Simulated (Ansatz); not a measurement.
One change: `[CH3][InH][S][SiH3]` becomes `[CH3][InH][SH]`.

Ansatz, PBE0-D4/def2-TZVP geometries, multiplicity 1. Each molecule was computed in one conformer, which needn't be the lowest.

Elements past krypton have def2 core potentials.

| property | `[CH3][InH][S][SiH3]` |
| --- | --- |
| HOMO–LUMO gap (PBE0/def2-TZVPP) / eV | 5.69 |
| HOMO–LUMO gap (PBE/def2-TZVPP) / eV | 3.85 |
| LUMO energy (PBE/def2-TZVPP) / eV | -2.23 |
| HOMO–LUMO gap (ωB97M-V/def2-TZVPP) / eV | 9.29 |
| size of the dipole moment (B3LYP/def2-TZVPP) / D | 2.36 |
| HOMO energy (ωB97M-V/def2-TZVPP) / eV | -9.35 |

Q: What does the change do to each property? (Estimate.)

A: The calculation gave: 
| property | `[CH3][InH][SH]` | shift |
| --- | --- | --- |
| HOMO–LUMO gap (PBE0/def2-TZVPP) / eV | 5.91 | 0.22 |
| HOMO–LUMO gap (PBE/def2-TZVPP) / eV | 4.05 | 0.20 |
| LUMO energy (PBE/def2-TZVPP) / eV | -2.02 | 0.21 |
| HOMO–LUMO gap (ωB97M-V/def2-TZVPP) / eV | 9.55 | 0.26 |
| size of the dipole moment (B3LYP/def2-TZVPP) / D | 2.34 | -0.02 |
| HOMO energy (ωB97M-V/def2-TZVPP) / eV | -9.41 | -0.06 |

Dipoles are sizes alone; their direction can turn.

Positive LUMOs are unbound, so they and the gaps depend on the basis.

B3LYP here is the variant with VWN-RPA as its local correlation; programs differ in this.
